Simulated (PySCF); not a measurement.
**From computed data to an observable: dipole moment from atomic charges**

Ga(H)(OH)2 (GaH3O2), SMILES [OH][GaH][OH]. Atoms are numbered in the order given.

```xyz
6

Ga    -0.3402    -0.0016     0.0000
H     -1.8954     0.0183     0.0000
O      0.5768    -1.5483     0.0000
H      1.5349    -1.3802     0.0000
O      0.7530     1.4396     0.0000
H      0.2669     2.2803     0.0000
```

Geometry: PBE-D3(BJ)/def2-TZVP. One conformer was computed; it need not be the lowest.

Charges (e) from PBE0/def2-TZVPD in PySCF:

```json
[
 {"atom": "Ga1", "ESP fit": "0.867", "IAO": "0.977"},
 {"atom": "H2", "ESP fit": "-0.165", "IAO": "-0.142"},
 {"atom": "O3", "ESP fit": "-0.739", "IAO": "-0.773"},
 {"atom": "H4", "ESP fit": "0.410", "IAO": "0.358"},
 {"atom": "O5", "ESP fit": "-0.723", "IAO": "-0.781"},
 {"atom": "H6", "ESP fit": "0.350", "IAO": "0.360"}
]
```

The dipole moment of the full density is 1.90 D.

### Question
What dipole moment does each set of point charges give, and which comes closer to that of the density?

### Answer

μ = Σ q r, and 1 e Å = 4.8032 D.
ESP fit: Σ q r = (-0.230, 0.331, 0.000) e Å, |μ| = 1.94 D.
IAO: Σ q r = (-0.452, 0.395, 0.000) e Å, |μ| = 2.88 D.
ESP fit comes closer in size. Point charges leave out the atoms' own dipoles (lone pairs, polarised bonds); fits to the potential absorb them, partitions of the density don't.
